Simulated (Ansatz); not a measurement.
One geometry of `Sc1cc2sc(-c3cc4sc(-c5cc6sc(-c7cc8sc(-c9cc%10sc(-c%11cc%12sc(S)cc%12s%11)cc%10s9)cc8s7)cc6s5)cc4s3)cc2s1` with charge +1, several levels of theory.

```yaml
crystal:
  periodic: [false, false, false]
  atoms:
    - {symbol: S, position_ang: [-19.246752, -0.472658, -0.145423]}
    - {symbol: C, position_ang: [-17.491907, -0.356717, -0.057136]}
    - {symbol: C, position_ang: [-16.609340, -1.408153, 0.157400]}
    - {symbol: C, position_ang: [-15.259833, -0.980087, 0.047205]}
    - {symbol: S, position_ang: [-13.708612, -1.752760, 0.218866]}
    - {symbol: C, position_ang: [-12.866354, -0.225508, -0.079079]}
    - {symbol: C, position_ang: [-11.425321, -0.193695, -0.071157]}
    - {symbol: C, position_ang: [-10.536635, -1.211745, 0.281163]}
    - {symbol: C, position_ang: [-9.189894, -0.797213, 0.158381]}
    - {symbol: S, position_ang: [-7.642495, -1.548149, 0.424281]}
    - {symbol: C, position_ang: [-6.793799, -0.064048, -0.035158]}
    - {symbol: C, position_ang: [-5.353283, -0.023088, -0.028947]}
    - {symbol: C, position_ang: [-4.516559, 0.914941, -0.640317]}
    - {symbol: C, position_ang: [-3.151485, 0.622691, -0.413485]}
    - {symbol: S, position_ang: [-1.640610, 1.345706, -0.891587]}
    - {symbol: C, position_ang: [-0.721432, 0.102342, -0.029585]}
    - {symbol: C, position_ang: [0.719135, 0.122382, -0.032925]}
    - {symbol: C, position_ang: [1.587129, -0.916100, 0.317643]}
    - {symbol: C, position_ang: [2.940587, -0.525898, 0.203346]}
    - {symbol: S, position_ang: [4.472314, -1.310324, 0.470272]}
    - {symbol: C, position_ang: [5.353146, 0.147399, -0.015695]}
    - {symbol: C, position_ang: [6.792086, 0.144297, -0.003817]}
    - {symbol: C, position_ang: [7.654312, -0.901099, 0.339097]}
    - {symbol: C, position_ang: [9.011053, -0.518094, 0.231763]}
    - {symbol: S, position_ang: [10.537817, -1.309465, 0.503462]}
    - {symbol: C, position_ang: [11.426047, 0.154352, 0.054826]}
    - {symbol: C, position_ang: [12.866930, 0.150441, 0.083075]}
    - {symbol: C, position_ang: [13.722943, -0.869109, 0.502828]}
    - {symbol: C, position_ang: [15.084416, -0.490758, 0.392816]}
    - {symbol: S, position_ang: [16.611145, -1.253747, 0.737825]}
    - {symbol: C, position_ang: [17.493954, 0.159221, 0.149039]}
    - {symbol: S, position_ang: [19.249401, 0.243701, 0.260945]}
    - {symbol: C, position_ang: [16.646364, 1.180928, -0.260963]}
    - {symbol: C, position_ang: [15.283267, 0.809868, -0.117518]}
    - {symbol: S, position_ang: [13.758681, 1.577539, -0.462358]}
    - {symbol: C, position_ang: [10.565298, 1.198474, -0.292533]}
    - {symbol: C, position_ang: [9.207766, 0.814358, -0.191683]}
    - {symbol: S, position_ang: [7.680224, 1.606141, -0.461246]}
    - {symbol: C, position_ang: [4.485717, 1.185401, -0.367380]}
    - {symbol: C, position_ang: [3.130411, 0.801360, -0.241464]}
    - {symbol: S, position_ang: [1.597587, 1.586032, -0.500390]}
    - {symbol: C, position_ang: [-1.559562, -0.831917, 0.585774]}
    - {symbol: C, position_ang: [-2.923528, -0.536559, 0.361700]}
    - {symbol: S, position_ang: [-4.432733, -1.262481, 0.837733]}
    - {symbol: C, position_ang: [-7.682112, 0.955476, -0.389063]}
    - {symbol: C, position_ang: [-9.028279, 0.534469, -0.283115]}
    - {symbol: S, position_ang: [-10.577340, 1.281591, -0.560024]}
    - {symbol: C, position_ang: [-13.757226, 0.824675, -0.305575]}
    - {symbol: C, position_ang: [-15.105869, 0.392839, -0.240366]}
    - {symbol: S, position_ang: [-16.659196, 1.159960, -0.416855]}
    - {symbol: H, position_ang: [-19.534307, 0.308662, 0.940304]}
    - {symbol: H, position_ang: [-16.947514, -2.425120, 0.392368]}
    - {symbol: H, position_ang: [-10.867589, -2.202567, 0.619085]}
    - {symbol: H, position_ang: [-4.893925, 1.750753, -1.242558]}
    - {symbol: H, position_ang: [1.237550, -1.912089, 0.616167]}
    - {symbol: H, position_ang: [7.298286, -1.891554, 0.651700]}
    - {symbol: H, position_ang: [13.362738, -1.834459, 0.882089]}
    - {symbol: H, position_ang: [19.537220, -0.693844, -0.693076]}
    - {symbol: H, position_ang: [17.017599, 2.135887, -0.653345]}
    - {symbol: H, position_ang: [10.922720, 2.191151, -0.596405]}
    - {symbol: H, position_ang: [4.836755, 2.171724, -0.698227]}
    - {symbol: H, position_ang: [-1.182592, -1.669338, 1.185835]}
    - {symbol: H, position_ang: [-7.353653, 1.959490, -0.685165]}
    - {symbol: H, position_ang: [-13.430816, 1.854122, -0.503386]}
basis:
  gaussian: {orbitals: def2-SVP, fitting: {mean_field: def2-universal-jkfit}}
total_charge: 1
magnetization: {spin_polarized: true, initial_magnetization: 1}
hamiltonian: {xc: pbe0, dispersion: d4}
scf: {omitted_lower_state_checks: [starts]}
output: {orbitals: {seedname: orbitals}}
```

The file start.molden holds the orbitals of an earlier run on this structure, at another level or in another basis.

```sh
$ ansatz run in.yaml --threads 5 --pin off --events-out ev --progress --plain --max-ram 66560MiB --backend cuda --devices 0, --max-vram 37GiB
```

It prints (some lines left out):

```
Functional definition: PBE0
4744 factors; integrals over basis functions are off by at most 3.5e-1 eV
mean field evaluation 1: about -189008.9773 eV, gradient 1.1e2 eV
mean field evaluation 2: about -188643.9122 eV, gradient 2.2e2 eV
mean field evaluation 4: about -189065.3707 eV, gradient 3.5e1 eV
mean field evaluation 8: about -189077.2039 eV, gradient 6.2e0 eV
mean field evaluation 16: about -189077.6225 eV, gradient 1.5e-1 eV
mean field evaluation 32: about -189077.6231 eV, gradient 2.0e-4 eV
mean field -189077.62305818 eV, -6948.4744859720 hartree, gradient 3.9e-5 eV, S^2 0.772783; 0 other end points of the search recorded, 0 dependent functions left out
reference -189077.62314407 eV, -6948.4744891284 hartree; 227, 226 occupied and 599, 600 virtual orbitals, 4744 factors
Total energy: -189080.93130364 eV, -6948.5960617503 hartree
Checks for a lower state left out: starts
```

Hardware: 5 threads of AMD EPYC 7R13 on a shared host and a share (37 GiB) of an NVIDIA H100 80GB HBM3. Wall time 48 s, peak host memory 1.6 GiB.

First input, but with `gaussian: {orbitals: def2-SVP, fitting: {mean_field: def2-universal-jkfit}, initial_orbitals: start.molden}`, `hamiltonian: {xc: pbe, dispersion: d4}` (abridged; 31 s):

```
Functional definition: PBE
mean field -189064.40713561 eV, -6947.9888097759 hartree, gradient 2.0e-5 eV, S^2 0.751215
Total energy: -189068.22772506 eV, -6948.1292138484 hartree
Checks for a lower state left out: starts
```

Geometry: PBE-D4/def2-SVP, that of the neutral singlet.

Single mean-field runs in def2-SVP are fitted with def2-universal-jkfit.
